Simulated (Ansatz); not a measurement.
`O[SiH](O)[SiH3]` + H₂Te → `O[SiH]([SiH3])[TeH]` + H₂O at 700 K and 1 bar (ligand exchange at the Si–O bond).

Gas-phase electronic energies from Ansatz, PBE0-D4/def2-TZVP geometries. CCSD(T)/CBS is the MP2 limit (def2-TZVPP, def2-QZVPP) plus CCSD(T) − MP2 in def2-TZVPP, frozen cores. This one scheme is used for every species. def2 core potentials past Kr. For Te outer-core shells are correlated without core-valence functions, which leaves a few kJ/mol of doubt a bond. One conformer a species, not always the lowest.

```json
{"species": "`O[SiH](O)[SiH3]`", "CCSD(T)/CBS energy (Eh)": "-732.20558", "H − E (kJ/mol)": "244.6", "S (J/(mol·K))": "469.1"}
{"species": "H₂Te", "CCSD(T)/CBS energy (Eh)": "-268.91024", "H − E (kJ/mol)": "57.2", "S (J/(mol·K))": "261.6"}
{"species": "`O[SiH]([SiH3])[TeH]`", "CCSD(T)/CBS energy (Eh)": "-924.72516", "H − E (kJ/mol)": "231.6", "S (J/(mol·K))": "518.4"}
{"species": "H₂O", "CCSD(T)/CBS energy (Eh)": "-76.37941", "H − E (kJ/mol)": "80.5", "S (J/(mol·K))": "218.4"}
```

H − E and S are ideal-gas, rigid-rotor, harmonic terms from PBE0-D4/def2-TZVP, for one conformer and one mirror image of each species. 1 Eh = 2625.50 kJ/mol, R = 8.31446 J/(mol·K).

**Question.** By hand: ΔE, ΔH, ΔS and ΔG.

**Answer.** ΔE = (-924.72516) + (-76.37941) − (-732.20558) − (-268.91024) = 0.01125 Eh = 29.5 kJ/mol. Δ(H − E) = 231.6 + 80.5 − 244.6 − 57.2 = 10.3, so ΔH = 39.8 kJ/mol. ΔS = 518.4 + 218.4 − 469.1 − 261.6 = 6.1 J/(mol·K). ΔG = 39.8 − 700 × (6.1)/1000 = 35.5 kJ/mol.

**Question.** By hand: the equilibrium constant, and the temperature at which ΔG would vanish if ΔH and ΔS stayed fixed.

**Answer.** log₁₀ K = −ΔG/(RT ln 10) = -2.6. ΔG = 0 at ΔH/ΔS = 6525 K, far beyond where these terms or the molecules hold.

The number of gas molecules stays the same, so ΔS is small and ΔH decides. A doubt of 5 kJ/mol in ΔE shifts log₁₀ K by 0.4 here. Other conformers and mirror images would add mixing entropy, several J/(mol·K) or more a flexible species. These are equilibria of isolated gas molecules and say nothing of rates. Largest T1 diagnostic: 0.013 (customary marks: 0.02 for closed shells, 0.045 for open ones).
